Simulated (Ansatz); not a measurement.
`F[CH]([GaH2])[SiH2]Cl`, charge 0, multiplicity 1.

Give a relaxed structure at PBE0-D4/def2-TZVP (Ansatz 0.2.0). (An estimate is asked.)

Computed: 
Z-matrix (Å, degrees):
```
C
Ga 1 1.998
Si 1 1.873 2 113.8
F 1 1.400 2 110.8 3 125.5
H 1 1.102 2 106.1 3 -117.8
H 2 1.568 1 118.3 3 56.5
H 2 1.562 1 118.4 3 -124.2
Cl 3 2.054 1 111.7 2 -175.5
H 3 1.484 1 107.7 2 -56.3
H 3 1.482 1 110.8 2 64.7
```
This is one stationary point; other conformers may exist.
